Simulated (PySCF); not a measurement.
## Multinuclear NMR of C7H7FO

Numbering as in the mapped SMILES `[OH:1][CH2:2][c:3]1[cH:4][cH:5][c:6]([F:7])[cH:8][cH:9]1`. Each H is labelled by its parent atom.

[PySCF: GFN2-xTB structure; NMR shieldings at PBE0/pcSseg-1/GIAO; no relativistic terms; one averaged value for each set of equivalent atoms; no solvent; single conformer]

Task: Where does ¹⁹F resonate?

Result: 
| atoms | environment | σ (ppm) | δ (ppm) |
| --- | --- | --- | --- |
| F7 | aryl fluorine | 287.3 | -113.3 |

Shieldings were converted by a linear fit to measured shifts: ¹⁹F: δ = 146.13 − 0.903σ +14.6 on sp3 carbon (rms 6.0 ppm, 223 shifts, 7.0 ppm with the 5 outliers that the fit left out vs CFCl3, solution or neat liquid). Occasional misses reach two or three times the rms, and more in compound classes unlike the fitted ones.

On a 600 MHz spectrometer ¹⁹F resonates near 564.6 MHz, so 1 ppm is 564.6 Hz.

Task: What are the ¹⁷O shifts?

Result: 
```tsv
atoms	environment	σ (ppm)	δ (ppm)
O1	alcohol oxygen	265.3	25.0
```

Shieldings were converted by a linear fit to measured shifts: ¹⁷O (scatter 10.7 ppm rms, 12.2 ppm with the 3 outliers that the fit left out vs liquid water, solution or neat liquid). Occasional misses reach two or three times the rms, and more in compound classes unlike the fitted ones.

On a 600 MHz spectrometer ¹⁷O resonates near 81.3 MHz, so 1 ppm is 81.3 Hz.
